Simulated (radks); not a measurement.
Spherical quantum dot in the effective-mass picture: electrons in a hard-walled sphere of radius 7.33, with a point charge +1 (a donor) at the centre, all in effective atomic units (hartree* = m*/eps^2 hartree, bohr* = eps/m* bohr), one dielectric constant everywhere. Method: non-relativistic Kohn-Sham, exchange-only LDA, spin-polarised, spherical densities; computed with a radial shooting solver with Libxc functionals. Levels are named by radial order and angular momentum (1s, 1p, 1d, 2s, ...), and open shells are averaged over m. Results are scaled to m* = 0.114 and eps = 15.9, for which hartree* = 12.27 meV and bohr* = 7.381 nm. Each electron was tried in the lowest free levels, single moves between levels near the top were tried too, and the lowest total energy was kept; such a search can miss a lower state. At N = 1 the Hartree and exchange-correlation terms need not cancel, so that row can carry a self-interaction error.

N,open shells,2S,E (meV),mu = E(N) - E(N-1) (meV),addition energy mu(N+1) - mu(N) (meV),e(HOMO) (meV),rms radius (nm)
1,"1s(up 1, down 0)",1,-5.60552,-5.6055,6.046,-3.0160,13.64
2,none,0,-5.16526,0.44026,4.267,1.6950,19.87
3,"1p(up 1, down 0)",1,-0.458023,4.7072,1.929,5.6400,26.46
4,"1p(up 2, down 0)",2,6.17781,6.6358,2.026,7.6431,29.62
5,"1p(up 3, down 0)",3,14.8398,8.6620,2.910,9.6838,31.60
6,"1p(up 3, down 0) 2s(up 1, down 0)",4,26.4116,11.572,2.062,12.486,32.80
7,"1p(up 3, down 2)",1,40.0455,13.634,1.764,14.434,34.02
8,none,0,55.4433,15.398,2.335,16.367,34.87
9,"2s(up 1, down 0)",1,73.1760,17.733,2.743,18.859,35.53
10,"1d(up 1, down 0) 2s(up 1, down 0)",2,93.6517,20.476,1.933,21.440,36.19
11,"1d(up 2, down 0) 2s(up 1, down 0)",3,116.060,22.408,1.942,23.378,36.75
12,"1d(up 3, down 0) 2s(up 1, down 0)",4,140.410,24.350,1.947,25.324,37.24
13,"1d(up 4, down 0) 2s(up 1, down 0)",5,166.708,26.298,1.950,27.272,37.66
14,"1d(up 5, down 0) 2s(up 1, down 0)",6,194.956,28.247,2.658,29.223,38.04
15,"1d(up 5, down 1) 2s(up 1, down 0)",5,225.861,30.905,1.880,31.842,38.39
16,"1d(up 5, down 2) 2s(up 1, down 0)",4,258.646,32.785,1.895,33.731,38.69
17,"1d(up 5, down 3) 2s(up 1, down 0)",3,293.326,34.680,1.904,35.631,38.97
18,"1d(up 5, down 4) 2s(up 1, down 0)",2,329.911,36.585,1.910,37.539,39.23
19,"2s(up 1, down 0)",1,368.405,38.495,3.207,39.479,39.47
20,"2s(up 1, down 0) 1f(up 1, down 0)",2,410.107,41.702,1.896,42.649,39.71
21,"2s(up 1, down 0) 1f(up 2, down 0)",3,453.705,43.598,1.899,44.547,39.93
22,"2s(up 1, down 0) 1f(up 3, down 0)",4,499.202,45.497,1.901,46.447,40.14
23,"2s(up 1, down 0) 1f(up 4, down 0)",5,546.600,47.397,1.902,48.348,40.33
24,"2s(up 1, down 0) 1f(up 5, down 0)",6,595.899,49.299,1.903,50.251,40.51
25,"2s(up 1, down 0) 1f(up 6, down 0)",7,647.101,51.202,-,52.154,40.68

All shells are closed at N = 2, 8 (there: 1s2 1p6); the second difference of the energy has clear peaks (12 % above both neighbours; the first and last values, which can be the largest, are not judged, and half-filled shells can peak too) at N = 5, 9, 14, 19.
